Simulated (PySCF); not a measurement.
AlF₂GeH₃. Atoms are numbered in the order given.

```xyz
7

Al     0.5194    -0.5744     0.7544
F      2.1289    -0.9574     0.6308
F     -0.2651    -1.1377     2.1037
Ge    -0.6492     0.7280    -0.9511
H     -1.5309     1.8066    -0.2973
H      0.3451     1.4101    -1.9054
H     -1.5662    -0.1900    -1.7809
```

The structure is a stationary point at PBE0-D3(BJ)/def2-SVP.

The numbers are results of PBE/pcSseg-1 (PySCF), not measurements.

GIAO shieldings, no solvent; atoms alike by connectivity are averaged. δ = σ(ref) − σ: ¹⁹F against CFCl3 (σ = 133.6 ppm); ⁷³Ge against GeH4 (σ = 1614.4 ppm); ¹H against TMS (σ = 31.49 ppm), references at their B3LYP-D3(BJ)/def2-TZVP geometries, non-relativistic.

Computed chemical shifts:
```tsv
nucleus	atoms	count	δ (ppm)
¹⁹F	F2, F3	2	-138.2
⁷³Ge	Ge4	1	-96.6
¹H	H5, H6, H7	3	3.60
```
